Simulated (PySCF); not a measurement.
Isomers of C2H12BNSi2, from PBE0-D3(BJ)/def2-SVP geometry optimisation, gas phase (PySCF). One conformer each, no zero-point energy, no frequencies.

**Question.** Which is lower in electronic energy at this level?
A. `CB(C)N([SiH3])[SiH3]`: A = 2194, B = 2112, C = 1119 MHz, dipole 0.36 D
B. `[CH3:1][B:2]([CH3:3])[NH:4][SiH2:5][SiH3:6]` with B2–N4–Si5–Si6 68°: A = 3525, B = 1083, C = 976.3 MHz, dipole 0.83 D

**Answer.** A. That is `CB(C)N([SiH3])[SiH3]`, 4.5 kcal/mol below the other.

```csv
SMILES,mapped SMILES,E (Eh),relative (kcal/mol),relative (kJ/mol),dipole (D)
CB(C)N([SiH3])[SiH3],[CH3:1][B:2]([CH3:3])[N:4]([SiH3:5])[SiH3:6],-741.36816,0.0,0.0,0.36
CB(C)N[SiH2][SiH3],[CH3:1][B:2]([CH3:3])[NH:4][SiH2:5][SiH3:6],-741.36106,4.5,18.6,0.83
```

As drawn, the higher has an N–H bond and an Si–Si bond, which the lower lacks.
